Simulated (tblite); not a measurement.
C₄H₁₁PSi.
Z-matrix (Å and degrees, GFN2-xTB geometry), rows numbered from 1:
```
C 
C   1  1.5189
P   2  1.8930  1  111.66
C   3  1.8743  2   74.98  1  -101.25
C   4  1.5379  3   91.95  2   -16.75
Si  5  1.9026  2  119.50  1   -30.41
H   1  1.0894  2  110.09  3   -70.04
H   1  1.0887  2  110.84  3    49.59
H   1  1.0893  2  110.56  3   170.05
H   2  1.0936  1  109.41  3   127.67
H   3  1.4074  2   93.50  1   165.58
H   4  1.0892  3  116.22  2  -137.97
H   4  1.0917  3  109.97  2    98.35
H   5  1.0961  2  107.65  1  -153.88
H   6  1.4638  5  108.91  2   -57.37
H   6  1.4645  5  107.44  2  -176.66
H   6  1.4633  5  110.76  2    64.30
```

Level: GFN2-xTB in tblite, geometry and Hessian alike; calculated harmonic values, unscaled, isolated species. The method is semi-empirical: single wavenumbers can be off by several per cent or more. Modes of hydrogen on phosphorus and silicon can be 10 to 20 % off. One conformer, not necessarily the lowest.

Harmonic wavenumbers (cm⁻¹): 105.5, 133.4, 182.5, 244.7, 256.5, 266.7, 353.9, 478.5, 541.9, 588.9, 666.1, 692.4, 719.8, 773.6, 778.5, 788.5, 804.2, 820.8, 925.0, 939.5, 1013.5, 1019.4, 1039.9, 1085.4, 1130.1, 1159.9, 1176.0, 1247.3, 1262.9, 1302.3, 1407.8, 1455.4, 1489.8, 1495.0, 2210.0, 2258.4, 2262.1, 2267.4, 2908.1, 2931.4, 2962.1, 2988.2, 3005.3, 3013.9, 3022.4.

A = 3929, B = 1560, C = 1255 MHz; mass 118.037 u (most abundant isotopes); point group C1, symmetry number 1.

Problem. What is the zero-point energy?

Solution. ½Σν̃ = 29087 cm⁻¹ = 347.97 kJ/mol.

Problem. What is S at 200 K and 1 bar for an ideal gas of classical rigid rotors and harmonic oscillators?

Solution. Translation 160.06, rotation 112.70, vibration 46.94: S = 319.7 J/(mol K).

Problem. And Cp and H(200 K) − H(0)?

Solution. Cp = 99.88 J/(mol K), of which vibrations give 66.62 (their classical limit is 45 R = 374.2); H(200 K) − H(0) = 12.48 kJ/mol without the zero-point energy, 5.83 from vibrations.

Problem. Blend soft modes into free rotors: weight 1/[1 + (100 cm⁻¹/ν̃)⁴] for the oscillator and the rest for a rotor with moment μB/(μ + B), μ = h/(8π²ν), B = 10⁻⁴⁴ kg m². What vibrational entropy results?

Solution. 46.91 J/(mol K) in place of 46.94, which changes −T·S at 200 K by +0.01 kJ/mol.

Problem. How do the functions run with temperature in this model?

Solution. 
```csv
T (K),S (J/(mol K)),Cp (J/(mol K)),H − H(0) (kJ/mol),G − H(0) (kJ/mol),ln q(vib)
150,293.9,80.6,7.98,-36.11,1.30
250,344.2,120.6,17.99,-68.06,3.04
298.15,367.2,140.9,24.29,-85.19,3.96
400,414.3,180.6,40.72,-125.00,6.01
600,499.5,239.7,83.14,-216.56,10.21
900,608.3,295.9,164.21,-383.26,16.40
```

q(vib) and H(0) count from the zero-point level.

Hindered rotation and anharmonicity are outside this model. Other conformers, if any are populated, would add a mixing term that is left out. The structure is chiral; the term R ln 2 for an equal mix with its mirror image is left out.

Time: 0.89 s of wall time. Hardware: one thread of an Arm Neoverse N1, no GPU, shared host. The figure is for the frequency step alone.
